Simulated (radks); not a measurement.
Results of a calculation; reference values are marked as such.
The lutetium ion Lu+ inside a hard spherical wall (all orbitals vanish at R), configuration held at [Xe] 4f14 6s2 and not refilled when levels cross. Level of theory: scalar-relativistic Kohn-Sham, PBEsol, spin-unpolarised, spherical densities, point nucleus (a radial shooting solver on a logarithmic mesh with Libxc functionals). Eigenvalues in eV, with the zero of energy where the potential of the charges vanishes at infinity; a dash marks a level that is unbound or too diffuse for the functional's potential to be trusted. A positive occupied level is held by the wall or, in an anion where self-interaction has pushed it up, behind a barrier. The pressure on the wall is -dE/dV.

R (bohr),E (hartree),kinetic (hartree),e(5s),e(5p),e(4f),e(6s),"e(5d, empty)","e(6p, empty)",pressure (GPa)
free,-14558.6885,15909.185,-70.036,-40.471,-18.539,-11.088,-9.235,-6.553,0
12,-14558.6885,15909.185,-70.036,-40.471,-18.538,-11.087,-9.235,-6.550,0.000131
10,-14558.6884,15909.187,-70.027,-40.463,-18.530,-11.081,-9.228,-6.519,0.00421
8,-14558.6862,15909.210,-69.926,-40.364,-18.429,-10.993,-9.140,-6.268,0.121
6,-14558.6528,15909.443,-69.154,-39.616,-17.656,-10.131,-8.432,-4.520,3.05
4,-14558.2009,15911.486,-65.369,-36.027,-13.718,-2.294,-3.979,7.900,97.6
3.5,-14557.6956,15913.568,-62.841,-33.601,-10.899,5.104,-0.421,18.344,282
1.5,-14504.1454,16091.654,53.546,102.72,97.747,405.59,177.55,464.68,161000
